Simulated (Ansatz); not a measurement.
ClGeH$_{3}$Se (`[Cl][GeH2][SeH]`), relaxed with RKS PBE0-D4/def2-TZVP in Ansatz from a PBE-D4/def2-SVP geometry. The force threshold is 0.005 eV/Å; the program also tests the step.

The species carries charge 0 and has multiplicity 1.

Start:

```xyz
6

Cl    1.138    2.172   -0.270
Ge    0.213    0.304    0.355
Se   -0.619   -0.708   -1.625
H     1.313   -0.563    1.024
H    -0.930    0.656    1.344
H    -1.117   -1.861   -0.827
```

(1) By how much does the energy fall, and how many steps does the optimiser take? (Best estimate.)

(2) Which bonds change most? (An estimate is asked.)

(3) Give the relaxed structure. (Best estimate.)

Answers

(1) Computed: 0.02 eV, in 4 steps.

(2) Ansatz gave: Cl1–Ge2 from 2.176 to 2.149 Å; Ge2–Se3 from 2.374 to 2.348 Å; Ge2–H4 from 1.552 to 1.534 Å; Ge2–H5 from 1.552 to 1.534 Å.

(3) Ansatz gave: 
```xyz
6

Cl    1.116    2.134   -0.285
Ge    0.212    0.298    0.367
Se   -0.606   -0.692   -1.599
H     1.309   -0.548    1.027
H    -0.914    0.661    1.344
H    -1.116   -1.853   -0.853
```
